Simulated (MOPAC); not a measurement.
Job for MOPAC: PM6 on C2H2F2O (a complex), monomers drawn apart or pushed together.

```
PM6 1SCF PRECISE CHARGE=0 THREADS=1
C2H2F2O

C     -0.17680255 1    -0.23297362 1     0.83872773 1
O      0.38232172 1     0.22978168 1    -0.01998631 1
F      1.34988587 1    -0.18264644 1     3.38356916 1
C      0.12116984 1     0.21732873 1     3.81718732 1
F     -0.14248054 1     1.44413328 1     3.28501598 1
H      0.14738644 1     0.30724663 1     4.90424567 1
H     -0.62464444 1    -0.48895949 1     3.45239961 1
```

The log:

```
*******************************************************************************
 **                                                                           **
 **                              MOPAC v23.2.5                                **
 **                                                                           **
 *******************************************************************************
 ** MOPAC's Digital Object Identifier: https://doi.org/10.5281/zenodo.6511958 **
 **                                                                           **
 ** Please cite the open-source release paper for use of this MOPAC version:  **
 ** J. E. Moussa and J. J. P. Stewart (2026)                                  **
 ** MOPAC: An open-source semiempirical molecular orbital program             **
 ** J. Open Source Softw., 11(119), 8025, https://doi.org/10.21105/joss.08025 **
 *******************************************************************************

                              PM6 CALCULATION RESULTS

 *******************************************************************************
 *  PM6        - The PM6 Hamiltonian to be used
 *
 *
 *
 *                 CHARGE ON SYSTEM = 0
 *
 *
 *
 *  PRECISE    - TIGHTER CRITERIA TO BE USED
 *  1SCF       - DO 1 SCF AND THEN STOP
 *  THREADS=1  - MULTI-THREADING NOT USED
 *  T=         - A TIME OF 172800.0 SECONDS REQUESTED
 *  DUMP=N     - RESTART FILE WRITTEN EVERY 7200.0 SECONDS REQUESTED
 *******************************************************************************
PM6 1SCF PRECISE CHARGE=0 THREADS=1
 C2H2F2O

   ATOM   CHEMICAL          X               Y               Z
  NUMBER   SYMBOL      (ANGSTROMS)     (ANGSTROMS)     (ANGSTROMS)

     1       C         -0.17680255  *  -0.23297362  *   0.83872773  *
     2       O          0.38232172  *   0.22978168  *  -0.01998631  *
     3       F          1.34988587  *  -0.18264644  *   3.38356916  *
     4       C          0.12116984  *   0.21732873  *   3.81718732  *
     5       F         -0.14248054  *   1.44413328  *   3.28501598  *
     6       H          0.14738644  *   0.30724663  *   4.90424567  *
     7       H         -0.62464444  *  -0.48895949  *   3.45239961  *



          CARTESIAN COORDINATES

    NO.       ATOM           X           Y           Z

     1         C         -0.1768     -0.2330      0.8387
     2         O          0.3823      0.2298     -0.0200
     3         F          1.3499     -0.1826      3.3836
     4         C          0.1212      0.2173      3.8172
     5         F         -0.1425      1.4441      3.2850
     6         H          0.1474      0.3072      4.9042
     7         H         -0.6246     -0.4890      3.4524

 General Reference for PM6:
 "Optimization of Parameters for Semiempirical Methods V: Modification of NDDO Approximations
 and Application to 70 Elements", J. J. P. Stewart, J. Mol. Mod., 13, 1173-1213 (2007)
 URL: https://link.springer.com/article/10.1007/s00894-007-0233-4

           Empirical Formula: C2 H2 O F2  =     7 atoms



      MOLECULAR POINT GROUP   :   Cs


      RHF CALCULATION, NO. OF DOUBLY OCCUPIED LEVELS = 15


 -------------------------------------------------------------------------------
 PM6 1SCF PRECISE CHARGE=0 THREADS=1
 C2H2F2O



     1SCF WAS SPECIFIED, SO BFGS WAS NOT USED
     SCF FIELD WAS ACHIEVED


                              PM6 CALCULATION
                                                       MOPAC v23.2.5 Linux




          FINAL HEAT OF FORMATION =       -117.52828 KCAL/MOL =    -491.73831 KJ/MOL


          COSMO AREA              =        108.94 SQUARE ANGSTROMS
          COSMO VOLUME            =         91.69 CUBIC ANGSTROMS

          IONIZATION POTENTIAL    =         11.877395 EV
          HOMO LUMO ENERGIES (EV) =        -11.877  1.323
          NO. OF FILLED LEVELS    =         15
          MOLECULAR WEIGHT        =         80.0340         POINT GROUP:  Cs

          MOLECULAR DIMENSIONS (Angstroms)

            Atom       Atom       Distance
            H     6    O     2     4.93044
            F     3    F     5     2.20981
            H     7    F     3     1.65870


          SCF CALCULATIONS        =          1





   ATOM   CHEMICAL          X               Y               Z
  NUMBER   SYMBOL      (ANGSTROMS)     (ANGSTROMS)     (ANGSTROMS)

     1       C         -0.17680255  *  -0.23297362  *   0.83872773  *
     2       O          0.38232172  *   0.22978168  *  -0.01998631  *
     3       F          1.34988587  *  -0.18264644  *   3.38356916  *
     4       C          0.12116984  *   0.21732873  *   3.81718732  *
     5       F         -0.14248054  *   1.44413328  *   3.28501598  *
     6       H          0.14738644  *   0.30724663  *   4.90424567  *
     7       H         -0.62464444  *  -0.48895949  *   3.45239961  *

                             CARTESIAN COORDINATES

   1    C       -0.176802550    -0.232973620     0.838727730
   2    O        0.382321720     0.229781680    -0.019986310
   3    F        1.349885870    -0.182646440     3.383569160
   4    C        0.121169840     0.217328730     3.817187320
   5    F       -0.142480540     1.444133280     3.285015980
   6    H        0.147386440     0.307246630     4.904245670
   7    H       -0.624644440    -0.488959490     3.452399610


           Empirical Formula: C2 H2 O F2  =     7 atoms



      MOLECULAR POINT GROUP   :   Cs


                  EIGENVALUES
 -41.87770 -41.80390 -34.25296 -25.21712 -20.06081 -18.58820 -18.09412 -17.84632
 -16.48820 -15.84228 -15.83136 -15.51571 -14.76960 -13.43230 -11.87739   1.32311
   1.32443   2.47814   2.53307   4.50063   4.62855   5.37615


              NET ATOMIC CHARGES AND DIPOLE CONTRIBUTIONS

  ATOM NO.   TYPE          CHARGE      No. of ELECS.   s-Pop       p-Pop
    1          C           0.301061        3.6989     1.71867     1.98027
    2          O          -0.301288        6.3013     1.80045     4.50084
    3          F          -0.182904        7.1829     1.97212     5.21079
    4          C           0.090135        3.9099     1.15566     2.75421
    5          F          -0.182934        7.1829     1.97212     5.21082
    6          H           0.132977        0.8670     0.86702
    7          H           0.142953        0.8570     0.85705
 DIPOLE           X         Y         Z       TOTAL
 POINT-CHG.    -2.152    -1.823     2.538     3.795
 HYBRID         0.981     0.819    -1.384     1.883
 SUM           -1.171    -1.004     1.155     1.927


          ATOMIC ORBITAL ELECTRON POPULATIONS

     Atom    s        px        py        pz
    1  C   1.71867   0.61613   0.57537   0.78877
    2  O   1.80045   1.50381   1.50698   1.49005
    3  F   1.97212   1.38432   1.90789   1.91858
    4  C   1.15566   0.86710   0.85807   1.02905
    5  F   1.97212   1.94649   1.38287   1.88146
    6  H   0.86702
    7  H   0.85705

 **********************
 *                    *
 * JOB ENDED NORMALLY *
 *                    *
 **********************




 == MOPAC DONE ==
```

The run finished.

Cost: roughly 0.03 core-seconds.
